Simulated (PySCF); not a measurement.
CF, SMILES [C]F (connectivity only; charge and spin as stated), charge +1, multiplicity 1.

The structure is a stationary point at PBE0-D3(BJ)/def2-TZVPD.

These are HF/def2-TZVPD run with PySCF values and carry that method's errors.

### Question
Estimate the frontier levels, gap, dipole moment and polarisability. (Estimate from the structure and the level; the computed values follow.)

### Answer

```
Item                                                           Result
------------------------------------------------  -------------------
highest occupied level                                      -26.48 eV
lowest empty level                                           -7.41 eV
orbital gap                                                  19.06 eV
dipole moment about the centre of nuclear charge               1.31 D
mean static polarisability                        7.9 bohr³ (1.18 Å³)
polarisability, principal values                  7.7, 7.7, 8.4 bohr³
```
